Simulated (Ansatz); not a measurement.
System: InF, charge 0, multiplicity 3. This is an excited triplet: at this geometry the singlet lies 3.48 eV lower at CCSD(T)/CBS(def2-TZVPPD,def2-QZVPPD). SMILES: [F][In]
Structure (B3LYP-D3(BJ)/def2-TZVP (Ansatz, a program for electronic structure) minimum search):
```
In
F 1 1.9847
```
Charge 0, spin multiplicity 3.

Parts of the frozen-core correlation energy in def2-SVP (Ansatz, hartree). Frozen orbitals: 10; correlated occupied orbitals by spin: 6 and 4; virtual: 24 and 26. Open shells are spin-unrestricted. Spin-orbit coupling is left out. In def2 rows, elements after Kr have scalar-relativistic effective core potentials.

| term | value |
|---|---|
| reference (HF) | -288.51500 |
| MP2 opposite-spin | -0.15287 |
| MP2 same-spin | -0.06087 |
| CCSD correlation | -0.21703 |
| (T) | -0.00400 |
| CCSDT minus CCSD(T) | -0.00049 |
| CCSDT(Q) minus CCSD(T) | -0.00114 |
| T1 diagnostic | 0.024 |
| largest doubles amplitude | 0.041 |
| <S^2> of the reference | 2.007 |
